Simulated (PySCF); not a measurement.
A run for PySCF: D3(BJ) and D4 dispersion corrections on CH4O (SMILES CO).

```python
from pyscf import gto
from pyscf.dispersion import dftd3, dftd4

mol = gto.M(
    atom='''
    C    -0.14211096    0.33371878    0.00000000
    O    -0.13222933   -1.08693234    0.00000000
    H    -1.18690914    0.64106540   -0.00000000
    H     0.78112306   -1.38933346   -0.00000000
    H     0.34006319    0.75079081    0.89118535
    H     0.34006319    0.75079081   -0.89118535
    ''',
    basis='def2-svp',
    charge=0, spin=0, verbose=0, max_memory=1800)
d3, d4 = {}, {}
for xc in ['hf', 'pbe', 'blyp', 'revpbe', 'tpss', 'r2scan', 'b3lyp', 'pbe0', 'bhlyp', 'camb3lyp', 'b2plyp']:
    d3[xc] = float(dftd3.DFTD3Dispersion(mol, xc=xc, version='d3bj', atm=False).get_dispersion()['energy'])
    print(f'D3(BJ) {xc:10s} {d3[xc]:14.8f} Eh')
for xc in ['hf', 'pbe', 'blyp', 'revpbe', 'tpss', 'r2scan', 'b3lyp', 'pbe0', 'bhlyp', 'camb3lyp', 'b2plyp']:
    d4[xc] = float(dftd4.DFTD4Dispersion(mol, xc={'camb3lyp': 'cam-b3lyp'}.get(xc, xc), atm=True).get_dispersion()['energy'])
    print(f'D4     {xc:10s} {d4[xc]:14.8f} Eh')
```

It printed:

```
D3(BJ) hf            -0.01965367 Eh
D3(BJ) pbe           -0.00189750 Eh
D3(BJ) blyp          -0.00387009 Eh
D3(BJ) revpbe        -0.00538458 Eh
D3(BJ) tpss          -0.00226464 Eh
D3(BJ) r2scan        -0.00046299 Eh
D3(BJ) b3lyp         -0.00310364 Eh
D3(BJ) pbe0          -0.00150388 Eh
D3(BJ) bhlyp         -0.00226406 Eh
D3(BJ) camb3lyp      -0.00119720 Eh
D3(BJ) b2plyp        -0.00130661 Eh
D4     hf            -0.00705562 Eh
D4     pbe           -0.00152553 Eh
D4     blyp          -0.00362886 Eh
D4     revpbe        -0.00661181 Eh
D4     tpss          -0.00208023 Eh
D4     r2scan        -0.00036122 Eh
D4     b3lyp         -0.00243753 Eh
D4     pbe0          -0.00123310 Eh
D4     bhlyp         -0.00151663 Eh
D4     camb3lyp      -0.00119356 Eh
D4     b2plyp        -0.00104709 Eh
```

The run finished.

Cost: around 0.05 core-seconds (rough).
